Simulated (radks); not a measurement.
Problem. Species: Br II. Configuration: [Ar] 3d10 4s1 4p4 4d1 (not the ground configuration). Method: Dirac Kohn-Sham, LDA (Slater exchange, Perdew-Wang correlation), spin-unpolarised, spherical densities, finite nucleus; open shells are shared between the two j in proportion to 2j + 1; Fermi nuclear charge, rms radius 4.1629 fm; computed with a radial shooting solver on a logarithmic mesh with Libxc functionals.

Spin-orbit splittings of the eigenvalues, e(l+1/2) - e(l-1/2), with zeta = 2 splitting/(2l+1) and mean radii in bohr:

shell  occ.  splitting (eV)  zeta (eV)  <r> j=l-1/2  <r> j=l+1/2
2p        6           47.42      31.61       0.1629       0.1668
3p        6           6.852      4.568       0.5573       0.5679
3d       10               ?          ?       0.5863       0.5903
4p        4          0.6517     0.4345        1.854        1.889
4d        1         0.03153    0.01261        3.451        3.470

Estimate the 3d splitting.

Solution. 1.091 eV (zeta = 0.4365 eV).
